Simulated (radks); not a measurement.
Question: Excited configurations of Pd I: one electron is placed in a higher orbital outside [Kr] 4d9. The ground configuration is [Kr] 4d10. All-electron calculation, Dirac Kohn-Sham, BLYP, spin-unpolarised, spherical densities, finite nucleus; open shells fill j = l - 1/2 first; Fermi nuclear charge, rms radius 4.5318 fm. Program: a radial shooting solver on a logarithmic mesh with Libxc functionals. Excitation = E - E(ground); binding = E(ion) - E, where the ion is the core of charge +1; n* = 1/sqrt(2 binding) in atomic units, and the quantum defect is n - n*.

| outer orbital | excitation (eV) | binding (eV) | n* | quantum defect | eigenvalue (eV) | <r> (bohr) |
|---|---|---|---|---|---|---|
| 5d3/2 | 7.413 | 1.477 | 3.035 | 1.965 | -0.581 | 10.53 |
| 6p1/2 | 7.130 | 1.761 | 2.780 | 3.220 | -0.929 | 11.06 |

Estimate the row for 5s1/2.

Answer: excitation (eV) 1.177; binding (eV) 7.713; n* 1.328; quantum defect 3.672; eigenvalue (eV) -4.386; <r> (bohr) 3.232. The Delta-SCF ionisation energy is 8.890 eV (NIST Atomic Spectra Database: 8.337 eV, measured). Self-interaction in the functional shifts the binding energies and quantum defects, so they are the method's values and not measured ones. Spin polarisation and multiplet splitting are left out, so open shells lie too high by an amount that depends on their filling.

Beside tabulated values, note that spin-unpolarised runs miss the spin-polarisation part of the exchange energy of open shells.
